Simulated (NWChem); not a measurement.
System: C$_{2}$H$_{7}$Ga; SMILES [CH3][GaH][CH3]

```xyz
10

Ga     0.0000     0.0000    -0.3270
H      0.0000     0.0000    -1.9083
C     -1.7326     0.0012     0.6129
H     -2.3714     0.8197     0.2429
H     -1.6322     0.0979     1.7039
H     -2.2725    -0.9365     0.3978
C      1.7326    -0.0012     0.6129
H      2.2725     0.9365     0.3978
H      2.3714    -0.8197     0.2429
H      1.6322    -0.0979     1.7039
```
Atoms are numbered in this order, from 1.

Coordinates come from a PBE0/def2-SVP optimisation.

Symmetry labels are those of C2 in the frame above (b1 and b2, or b-type labels, depend on it).

**Question.** List the 4 lowest vertical singlet excitations from B3LYP/def2-SVPD, TDA (NWChem).

**Answer.** 
```json
[
 {"state": "S1", "energy (eV)": "5.09", "oscillator strength": "0.000", "symmetry": "a", "leading excitation (squared amplitude)": "HOMO → LUMO (1.00)"},
 {"state": "S2", "energy (eV)": "5.23", "oscillator strength": "0.002", "symmetry": "b", "leading excitation (squared amplitude)": "HOMO−1 → LUMO (1.00)"},
 {"state": "S3", "energy (eV)": "6.61", "oscillator strength": "0.103", "symmetry": "b", "leading excitation (squared amplitude)": "HOMO → LUMO+1 (0.99)"},
 {"state": "S4", "energy (eV)": "6.86", "oscillator strength": "0.008", "symmetry": "a", "leading excitation (squared amplitude)": "HOMO−1 → LUMO+1 (0.99)"}
]
```
